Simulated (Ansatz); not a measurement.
CH$_{8}$AlGaSi, SMILES `C[SiH]([AlH2])[GaH2]`, one more setting.

```yaml
crystal:
  periodic: [false, false, false]
  atoms:
    - {symbol: C, position_ang: [-1.096760, 1.318881, -0.780080]}
    - {symbol: Si, position_ang: [-0.383380, 0.007344, 0.383055]}
    - {symbol: Al, position_ang: [1.810589, 0.572584, 1.304468]}
    - {symbol: Ga, position_ang: [-0.203518, -2.162791, -0.634923]}
    - {symbol: H, position_ang: [-2.085949, 1.028964, -1.139847]}
    - {symbol: H, position_ang: [-1.185580, 2.284615, -0.278498]}
    - {symbol: H, position_ang: [-0.446935, 1.448236, -1.648207]}
    - {symbol: H, position_ang: [-1.290810, -0.177292, 1.562152]}
    - {symbol: H, position_ang: [2.398522, -0.250750, 2.531361]}
    - {symbol: H, position_ang: [2.704646, 1.721930, 0.659345]}
    - {symbol: H, position_ang: [-0.238682, -2.340510, -2.202104]}
    - {symbol: H, position_ang: [0.017857, -3.451211, 0.243278]}
basis:
  gaussian: {orbitals: def2-mTZVP, point_charges: [{charge: 2.00, position_ang: [6.906, -0.904, 0.406]}]}
hamiltonian: {xc: {name: wB97}}
scf: {lower_state_search: full}
output: {forces: true}
```

```sh
$ ansatz run in.yaml --threads 4 --pin off --events-out ev --progress --plain --max-ram 10444MiB
```

Output, abridged:

```
Functional definition: wB97
1356 factors; their error is unknown
485 factors; integrals over basis functions are off by at most 1.4e-5 eV
mean field evaluation 1: about -68020.2456 eV, gradient 3.8e1 eV
mean field evaluation 2: about -68021.6463 eV, gradient 3.3e1 eV
mean field evaluation 4: about -68023.1243 eV, gradient 2.1e0 eV
mean field evaluation 8: about -68023.1345 eV, gradient 7.3e-2 eV
mean field evaluation 16: about -68023.0780 eV, gradient 7.5e-5 eV
mean field -68023.07796434 eV, -2499.8020074914 hartree, gradient 7.5e-5 eV, S^2 0.000000; 0 other end points of the search recorded, 0 dependent functions left out
reference -68023.07794887 eV, -2499.8020069228 hartree; 36, 36 occupied and 87, 87 virtual orbitals, 1356 factors
Total energy: -68023.07794887 eV, -2499.8020069228 hartree
Atom 0 at    -1.096760     1.318881    -0.780080 Å, force     0.263658    -0.083635     0.101853 eV/Å
Atom 1 at    -0.383380     0.007344     0.383055 Å, force    -0.126237    -0.027828     0.091256 eV/Å
Atom 2 at     1.810589     0.572584     1.304468 Å, force    -1.052384     0.209155     0.048839 eV/Å
Atom 3 at    -0.203518    -2.162791    -0.634923 Å, force    -0.176583    -0.148993    -0.136662 eV/Å
Atom 4 at    -2.085949     1.028964    -1.139847 Å, force     0.018159     0.023212     0.014417 eV/Å
Atom 5 at    -1.185580     2.284615    -0.278498 Å, force    -0.056550     0.004319    -0.046668 eV/Å
Atom 6 at    -0.446935     1.448236    -1.648207 Å, force    -0.061910     0.058834    -0.066248 eV/Å
Atom 7 at    -1.290810    -0.177292     1.562152 Å, force     0.186636    -0.001900    -0.050756 eV/Å
Atom 8 at     2.398522    -0.250750     2.531361 Å, force     0.459536    -0.093119    -0.130636 eV/Å
Atom 9 at     2.704646     1.721930     0.659345 Å, force     0.477847    -0.192238    -0.042961 eV/Å
Atom 10 at    -0.238682    -2.340510    -2.202104 Å, force     0.059938     0.043124     0.175429 eV/Å
Atom 11 at     0.017857    -3.451211     0.243278 Å, force     0.078232     0.126375    -0.043730 eV/Å
Dipole moment:    -0.692154     0.145665    -0.166719 e Å
```

Hardware: 4 threads of an Arm Neoverse V2 on a shared host. Wall time 4.5 s, peak host memory 0.29 GiB.
